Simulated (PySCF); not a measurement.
A geometry optimisation, step by step.

C2H6B2ClN.
Atom-mapped SMILES: `[CH2:1]=[C:2]([Cl:3])[BH:4][BH:5][NH2:6]` (hydrogens: H7, H8 on C1; H9 on B4; H10 on B5; H11, H12 on N6)

Method: PBE0-D3(BJ)/def2-SVP geometry optimisation, gas phase in PySCF; density fitting, grid level 1; the optimiser is geomeTRIC in internal coordinates, started from a GFN2-xTB structure with every atom displaced at random (about 0.01 Å). 6 of its 8 geometries are shown. The frame can shift and turn from step to step; on so coarse a grid that alone can change the energy by a few meV, and forces under 0.02 eV/Å are noise.

Step 0: E = -17518.8186 eV, largest atomic force 2.463 eV/Å
```
atom  x, y, z in Å  |  force x, y, z in eV/Å
C1      2.105   -0.062   -1.071   -1.741   1.652  -0.553
C2      0.773   -0.003   -0.908    1.931   0.403  -0.485
Cl3    -0.168    1.396   -1.477    0.010   0.015   0.020
B4     -0.398   -0.749   -0.319   -0.574  -0.160   0.500
B5     -0.888   -0.534    1.259   -0.197   0.809   0.385
N6     -1.495    0.638    1.713    0.113  -0.607   0.398
H7      2.659    0.745   -1.553   -0.020   0.056  -0.067
H8      2.650   -0.887   -0.731    0.861  -1.549   0.673
H9     -1.023   -1.424   -1.053   -0.435  -0.575  -0.604
H10    -0.704   -1.362    2.096    0.141  -0.536   0.299
H11    -1.697    1.416    1.126   -0.108   0.631  -0.572
H12    -1.774    0.798    2.673    0.020  -0.138   0.005
```

Step 1: E = -17518.9231 eV, largest atomic force 0.683 eV/Å
```
atom  x, y, z in Å  |  force x, y, z in eV/Å
C1      2.026   -0.077   -1.352    0.480  -0.340   0.347
C2      0.775   -0.011   -0.928   -0.337  -0.166  -0.056
Cl3    -0.267    1.387   -1.317   -0.075   0.202  -0.116
B4     -0.412   -0.732   -0.233    0.088  -0.037   0.021
B5     -0.811   -0.488    1.395    0.022  -0.040  -0.025
N6     -1.414    0.675    1.859   -0.031   0.130  -0.016
H7      2.510    0.718   -1.921   -0.013   0.029  -0.021
H8      2.628   -0.956   -1.056   -0.205   0.284  -0.214
H9     -1.078   -1.442   -0.963    0.029   0.031   0.048
H10    -0.593   -1.364    2.213    0.004   0.010  -0.031
H11    -1.620    1.467    1.258    0.027  -0.108   0.053
H12    -1.673    0.820    2.826    0.009   0.003   0.009
```

Step 3: E = -17518.9420 eV, largest atomic force 0.265 eV/Å
```
atom  x, y, z in Å  |  force x, y, z in eV/Å
C1      2.011   -0.070   -1.286   -0.191   0.184   0.003
C2      0.729   -0.016   -0.943    0.009   0.044  -0.183
Cl3    -0.295    1.399   -1.377    0.101  -0.076   0.009
B4     -0.454   -0.751   -0.265    0.043  -0.029   0.085
B5     -0.803   -0.492    1.369   -0.032   0.028   0.006
N6     -1.374    0.680    1.852    0.022  -0.058   0.051
H7      2.503    0.735   -1.836    0.002   0.004   0.022
H8      2.596   -0.947   -1.016    0.070  -0.132   0.050
H9     -1.111   -1.480   -0.977   -0.022   0.007  -0.021
H10    -0.544   -1.364    2.178    0.003   0.000   0.003
H11    -1.606    1.464    1.255   -0.002   0.027  -0.039
H12    -1.581    0.838    2.829   -0.001   0.002   0.012
```

Step 4: E = -17518.9453 eV, largest atomic force 0.182 eV/Å
```
atom  x, y, z in Å  |  force x, y, z in eV/Å
C1      2.000   -0.064   -1.276   -0.034   0.062  -0.013
C2      0.713   -0.020   -0.962   -0.042   0.146  -0.100
Cl3    -0.297    1.397   -1.415    0.044  -0.085   0.020
B4     -0.465   -0.754   -0.275    0.014  -0.034   0.058
B5     -0.802   -0.493    1.363    0.012   0.017   0.008
N6     -1.361    0.680    1.859    0.011  -0.034   0.002
H7      2.505    0.739   -1.819   -0.026   0.011   0.016
H8      2.584   -0.937   -0.985    0.061  -0.107   0.035
H9     -1.126   -1.487   -0.979   -0.030   0.006  -0.020
H10    -0.532   -1.367    2.165   -0.001  -0.007   0.003
H11    -1.597    1.465    1.265   -0.004   0.024  -0.010
H12    -1.550    0.837    2.840   -0.004   0.000   0.000
```

Step 6: E = -17518.9474 eV, largest atomic force 0.057 eV/Å
```
atom  x, y, z in Å  |  force x, y, z in eV/Å
C1      1.988   -0.055   -1.262    0.027  -0.048   0.017
C2      0.692   -0.017   -0.980   -0.017   0.035  -0.012
Cl3    -0.316    1.385   -1.451    0.004  -0.003   0.005
B4     -0.479   -0.760   -0.284    0.010  -0.016  -0.003
B5     -0.791   -0.498    1.358    0.004  -0.010  -0.013
N6     -1.335    0.678    1.860   -0.005   0.008   0.006
H7      2.499    0.749   -1.794   -0.012   0.003  -0.005
H8      2.570   -0.928   -0.951   -0.012   0.021  -0.007
H9     -1.155   -1.482   -0.985    0.001   0.008   0.002
H10    -0.517   -1.377    2.156   -0.002   0.008   0.004
H11    -1.573    1.467    1.271    0.003  -0.008   0.004
H12    -1.513    0.836    2.844    0.000   0.001   0.002
```

Step 7: E = -17518.9474 eV, largest atomic force under 0.02 eV/Å
```
atom  x, y, z in Å  |  force x, y, z in eV/Å
C1      1.988   -0.057   -1.266   -0.009  -0.016   0.006
C2      0.693   -0.016   -0.981    0.003   0.018  -0.002
Cl3    -0.313    1.387   -1.449    0.004   0.001  -0.002
B4     -0.476   -0.758   -0.282    0.008  -0.007   0.001
B5     -0.790   -0.498    1.360    0.002  -0.005  -0.002
N6     -1.337    0.677    1.863   -0.001   0.000  -0.001
H7      2.498    0.746   -1.803   -0.004   0.001   0.001
H8      2.571   -0.929   -0.955   -0.003   0.004  -0.004
H9     -1.155   -1.478   -0.983   -0.002   0.002   0.000
H10    -0.515   -1.376    2.158    0.001   0.002   0.002
H11    -1.577    1.465    1.273    0.000   0.002   0.002
H12    -1.516    0.834    2.846    0.001  -0.001   0.000
```

**Question.** Summarise the path.

**Answer.** The energy falls by 0.1288 eV from step 0 to step 7; nine tenths of that is first reached at step 2. It falls at every step. The largest force goes from 2.463 to under 0.02 eV/Å. Among the bonds C1–H8 changes most, from 1.046 to 1.093 Å; the atoms move by 0.034 Å rms after alignment.

**Question.** Follow the three bonds and two angles with the largest change from start to end.

**Answer.** 
```tsv
step	E above end (eV)	largest force (eV/Å)	C1–H8 (Å)	C2–B4 (Å)	B4–H9 (Å)	B4–B5–H10 (°)	B5–B4–H9 (°)
0	0.1288	2.463	1.046	1.509	1.177	122.1	120.6
1	0.0243	0.683	1.105	1.553	1.216	120.0	122.1
2	0.0110	0.274	1.095	1.551	1.214	119.4	122.7
3	0.0054	0.265	1.089	1.549	1.212	119.2	123.2
4	0.0022	0.182	1.090	1.550	1.212	118.9	123.2
5	0.0004	0.116	1.094	1.551	1.213	118.7	123.4
6	0.0001	0.057	1.094	1.552	1.213	118.8	123.4
7	0.0000	under 0.02	1.093	1.552	1.213	118.9	123.3
```

The cost below is that of the whole optimisation. Time: 42 s of wall time; peak memory 0.48 GiB. Hardware: one thread, Arm Neoverse V2 (aarch64), shared host with 32 logical CPUs at a one-minute load of 20.
